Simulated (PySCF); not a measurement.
**Rhodium: a sound run and one with changed settings**

Sound run: Rh⁺ [Kr] 4d8, Rh²⁺ [Kr] 4d7. All numbers are calculated (PySCF 2.14, the spin-free X2C one-electron Hamiltonian (Gaussian nucleus), in x2c-TZVPall). In the sound run the correlated levels freeze [Kr]. The sound run starts from symmetry-adapted Hartree-Fock orbitals and uses a fine grid where one is needed.

Changed run: initial guess sap, at most 50 SCF cycles.

```json
{"species": "Rh⁺", "method": "UHF", "sound run (hartree)": "-4780.95532", "changed run (hartree)": "-4780.95532", "converged": "yes"}
{"species": "Rh⁺", "method": "TPSS", "sound run (hartree)": "-4783.13922", "changed run (hartree)": "-4783.13922", "converged": "yes"}
{"species": "Rh²⁺", "method": "UHF", "sound run (hartree)": "-4780.36136", "changed run (hartree)": "-4780.36136", "converged": "yes"}
{"species": "Rh²⁺", "method": "TPSS", "sound run (hartree)": "-4782.46928", "changed run (hartree)": "-4782.46928", "converged": "yes"}
```

Here the plain start reaches the same solutions.
